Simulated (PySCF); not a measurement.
Fractional electron number in Se²⁺ (selenium, charge +2)

The 4p alpha orbital of [Ar] 3d10 4s2 4p2 is emptied in steps (occupation f), with all orbitals relaxed, ending at [Ar] 3d10 4s2 4p1. Calculation: PySCF 2.14, in aug-cc-pVTZ-DK; scalar relativity by spin-free X2C-1e. The exact energy is a straight line in f; departures are measured from the line between the end points of the same method.

```
  f  UHF (eV)  LDA (eV)  PBE (eV)  PBE0 (eV)  r2SCAN (eV)  LC-wPBE (eV)  BHandHLYP (eV)  wB97X (eV)  M06-2X (eV)  TPSS (eV)
  1     0.000     0.000     0.000      0.000        0.000         0.000           0.000       0.000        0.000      0.000
0.8     0.071    -0.872    -0.846     -0.617       -0.799        -0.157          -0.407      -0.214       -0.391     -0.823
0.6     0.105    -1.310    -1.267     -0.922       -1.187        -0.232          -0.610      -0.321       -0.566     -1.230
0.4     0.104    -1.310    -1.263     -0.917       -1.171        -0.226          -0.609      -0.323       -0.535     -1.224
0.2     0.068    -0.872    -0.838     -0.607       -0.767        -0.147          -0.405      -0.217       -0.344     -0.809
  0     0.000     0.000     0.000      0.000        0.000         0.000           0.000       0.000        0.000      0.000
```

| method | E(f=0) − E(f=1) (eV) | −ε at f=1 (eV) | −ε at f=0.4 (eV) |
| --- | --- | --- | --- |
| UHF | 31.001 | 31.447 | 30.909 |
| LDA | 31.757 | 26.314 | 32.852 |
| PBE | 31.565 | 26.276 | 32.640 |
| PBE0 | 31.631 | 27.765 | 32.422 |
| r2SCAN | 31.829 | 26.799 | 32.898 |
| LC-wPBE | 31.732 | 30.735 | 31.949 |
| BHandHLYP | 31.523 | 28.973 | 32.039 |
| wB97X | 31.408 | 30.073 | 31.667 |
| M06-2X | 31.414 | 28.931 | 32.025 |
| TPSS | 31.627 | 26.473 | 32.686 |

Orbital energy along the path (eV):

```json
{"f": "1", "UHF": "-31.447", "LDA": "-26.314", "PBE": "-26.276", "PBE0": "-27.765", "r2SCAN": "-26.799", "LC-wPBE": "-30.735", "BHandHLYP": "-28.973", "wB97X": "-30.073", "M06-2X": "-28.931", "TPSS": "-26.473"}
{"f": "0.8", "UHF": "-31.262", "LDA": "-28.480", "PBE": "-28.398", "PBE0": "-29.328", "r2SCAN": "-28.865", "LC-wPBE": "-31.155", "BHandHLYP": "-29.998", "wB97X": "-30.605", "M06-2X": "-29.994", "TPSS": "-28.552"}
{"f": "0.6", "UHF": "-31.083", "LDA": "-30.662", "PBE": "-30.524", "PBE0": "-30.884", "r2SCAN": "-30.910", "LC-wPBE": "-31.562", "BHandHLYP": "-31.021", "wB97X": "-31.135", "M06-2X": "-31.074", "TPSS": "-30.628"}
{"f": "0.4", "UHF": "-30.909", "LDA": "-32.852", "PBE": "-32.640", "PBE0": "-32.422", "r2SCAN": "-32.898", "LC-wPBE": "-31.949", "BHandHLYP": "-32.039", "wB97X": "-31.667", "M06-2X": "-32.025", "TPSS": "-32.686"}
{"f": "0.2", "UHF": "-30.741", "LDA": "-35.036", "PBE": "-34.730", "PBE0": "-33.930", "r2SCAN": "-34.774", "LC-wPBE": "-32.305", "BHandHLYP": "-33.047", "wB97X": "-32.211", "M06-2X": "-32.689", "TPSS": "-34.701"}
{"f": "0", "UHF": "-30.578", "LDA": "-37.192", "PBE": "-36.776", "PBE0": "-35.393", "r2SCAN": "-36.537", "LC-wPBE": "-32.611", "BHandHLYP": "-34.045", "wB97X": "-32.777", "M06-2X": "-33.688", "TPSS": "-36.630"}
```

Reference removal energy between the ground levels: 31.697 ± 0.019 eV (measured; NIST Atomic Spectra Database, ionization energies). The calculation has no spin-orbit coupling. UHF lacks correlation.
